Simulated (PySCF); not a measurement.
## Working out the excitation energy of K

K [Ar] 4s1 (2S) → K [Ar] 3d1 (2D). All numbers are calculated (PySCF 2.14, the spin-free X2C one-electron Hamiltonian (Gaussian nucleus), in x2c-TZVPPall). Frozen: [Ne]. Energies in hartree (1 hartree = 27.21139 eV):

```tsv
part	K (lower)	K (upper)
UHF	-601.449406	-601.323573
MP2 opposite-spin	-0.113380	-0.109745
MP2 same-spin	-0.045998	-0.043366
```

Task: What does Hartree-Fock give?

Result: (-601.323573) − (-601.449406) = 0.125833 hartree = 3.424 eV.

Task: What do MP2 and SCS-MP2 (6/5 opposite-spin, 1/3 same-spin) give?

Result: The opposite-spin parts differ by 0.099 eV and the same-spin parts by 0.072 eV. MP2: 3.424 + (0.099) + (0.072) = 3.595 eV. SCS-MP2: 3.424 + 1.2 × (0.099) + (0.072)/3 = 3.567 eV.

Measured between the centres of the two terms (NIST): 2.670 eV, so MP2 (valence and next inner shell) is off by 0.925 eV.

What remains against the reference includes basis incompleteness, the frozen core and correlation beyond second order.
